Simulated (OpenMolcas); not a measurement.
**Si: thermal populations, the spin-orbit constant, Slater's ratio, worked from levels**

```
Program             : OpenMolcas 26.06
Basis               : ANO-L-VTZP [5s4p2d1f]
Scalar Hamiltonian  : non-relativistic, point nucleus
Active space        : 4 electrons in 4 orbitals (3s 3p)
State averaging     : 2S+1 = 3 even, 3 roots; 2S+1 = 1 even, 6 roots; 2S+1 = 5 odd, 1 root; 2S+1 = 3 odd, 8 roots
Spin-orbit coupling : state interaction with AMFI integrals over the reference wave functions, term energies averaged over their components
```

Methods: CASSCF; SS-CASPT2, IPEA 0.25 Eh, imaginary shift 0.1 Eh (closed shells correlated: 2s 2p). Measured levels: NIST Handbook of Basic Atomic Spectroscopic Data.

**Thermal populations.** Z = Σ (2J + 1) exp(-E/kT) with k = 0.695035 cm-1/K, over the levels below. No other level of either list lies under 39600 cm-1, which is above 7 kT at each temperature.

```json
{"Level": "3s2 3p2 3P0", "2J + 1": "1", "SS-CASPT2": "0.0", "measured": "0.0"}
{"Level": "3s2 3p2 3P1", "2J + 1": "3", "SS-CASPT2": "66.2", "measured": "77.1"}
{"Level": "3s2 3p2 3P2", "2J + 1": "5", "SS-CASPT2": "192", "measured": "223"}
{"Level": "3s2 3p2 1D2", "2J + 1": "5", "SS-CASPT2": "6030", "measured": "6299"}
{"Level": "3s2 3p2 1S0", "2J + 1": "1", "SS-CASPT2": "14040", "measured": "15394"}
{"Level": "3s 3p3 5S* 2", "2J + 1": "5", "SS-CASPT2": "28790", "measured": "33326"}
```

```tsv
T (K)	Z, SS-CASPT2	Z, measured levels	Ground level (%), SS-CASPT2	Ground level (%), measured levels
3000	8.745	8.628	11.4	11.6
5000	9.575	9.452	10.4	10.6
8000	10.593	10.448	9.4	9.6
```

At 8000 K, kT = 5560 cm-1, and the computed levels give Z = 1.000 + 2.964 + 4.830 + 1.690 + 0.080 + 0.028 = 10.593.

**The spin-orbit constant.** For the Hund term 3P of p2, E(J) = (A/2) J(J+1) + constant and ζ = 2S·A = 2A. From J = 0 to J = 2 the energy changes by 3 A.

```csv
Source,E(2) - E(0),A,ζ
CASSCF,192.7,64.2,128
SS-CASPT2,192.5,64.2,128
measured,223.2,74.4,149
```

All in cm-1. SS-CASPT2 is off by -13.8 % and CASSCF by -13.7 %. Both methods take the spin-orbit matrix elements from the reference wave functions, so the second can move ζ only through the term energies and any multistate remixing. Second-order mixing with other terms is absorbed into this ζ.

**Slater's ratio.** With one set of orbitals, p2 has 1D - 3P = 6 F2 and 1S - 1D = 9 F2 (F2 = F²/25), a ratio of 3/2. Term energies are centres of gravity, weighted by 2J + 1.

```
   Source  1D - 3P  1S - 3P  F2 from the first  Ratio
   CASSCF     8738    15436               1456  0.767
SS-CASPT2     5899    13912                983  1.358
 measured     6149    15245               1025  1.479
```

Energies in cm-1. A ratio away from 3/2 shows effects beyond one configuration with one set of orbitals, and in heavier atoms second-order spin-orbit shifts. In CASSCF the valence s occupation is 1.89 in 1S against 1.97 in 1D: mixing out of s² acts most on 1S and pulls it down.

CASPT2 does not keep the components of a term degenerate, so their means are used; among the terms shown or strongly mixed into the levels shown the widest spread is 19 cm-1 (3s2 3p2 1D, SS-CASPT2). Over all roots computed the reference weight is 0.88 to 0.98 in SS-CASPT2; the roots of lowest weight are the least certain, and an intruder state may touch them. Terms of s pⁿ other than that of highest spin mix with s² pⁿ⁻² d, which this space lacks; all of them can be thousands of cm-1 off, and some have no real level of that name. Without dynamic correlation excited terms often stand tens of per cent too high (terms of higher spin than the ground term too low), and those without a measured partner can miss by more than the paired ones (holds for CASSCF). Measured partners are found by configuration, term and J. A level has none where our copy of the source lacks it or the pairing is in doubt (some pairs that miss far off the trend of their configuration count as doubtful), and it then counts in no deviation. Levels of configurations outside the active space are missing.

* marks odd parity.
